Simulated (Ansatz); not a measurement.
C3H5OSi (`C#C[SiH]OC`) radical, 10 atoms. Total charge 0; spin multiplicity 2. All runs use 4 threads of an Arm Neoverse V2 on a shared host. Correlated methods freeze the cores. Open-shell runs search over several starts.

Task: Give the basis size and wall time and peak host memory of each of these runs in Ansatz. UKS PBE0-D4/def2-SVP energy; UKS B2PLYP (frozen core)/def2-TZVPP energy; UHF-CCSD(T)/def2-TZVPP energy; UKS r2SCAN0-D4/def2-TZVPP energy; UKS PBE0-D4/def2-TZVP frequencies; UKS r2SCAN-D4/def2-TZVPP energy and forces; UHF-CCSD(T)/def2-SVP energy; UKS ωB97M-V/def2-QZVPP energy; UKS ωB97M-V/def2-SVP energy; UKS ωB97M-V/def2-TZVPP energy and forces; UKS PBE0-D4/def2-TZVP relaxation (14 steps); UKS PBE0-D4/def2-QZVPP energy. (An estimate is asked.)

Result: The calculation gave: Other jobs shared the machine, so times are rough.

```
                              level                    job  functions  wall time  peak host memory (GiB)
               UKS PBE0-D4/def2-SVP                 energy         99      1.4 s                    0.25
UKS B2PLYP (frozen core)/def2-TZVPP                 energy        236        6 s                     0.7
               UKS ωB97M-V/def2-SVP                 energy         99        6 s                    0.45
           UKS r2SCAN-D4/def2-TZVPP      energy and forces        236      6.5 s                    0.39
          UKS r2SCAN0-D4/def2-TZVPP                 energy        236      7.5 s                    0.78
               UHF-CCSD(T)/def2-SVP                 energy         99       11 s                    0.83
             UKS PBE0-D4/def2-QZVPP                 energy        448       13 s                     1.9
             UKS ωB97M-V/def2-TZVPP      energy and forces        236       13 s                       1
             UKS ωB97M-V/def2-QZVPP                 energy        448       26 s                     2.4
              UKS PBE0-D4/def2-TZVP  relaxation (14 steps)        191       46 s                    0.53
              UKS PBE0-D4/def2-TZVP            frequencies        191      2 min                    0.53
             UHF-CCSD(T)/def2-TZVPP                 energy        236     18 min                     4.6
```
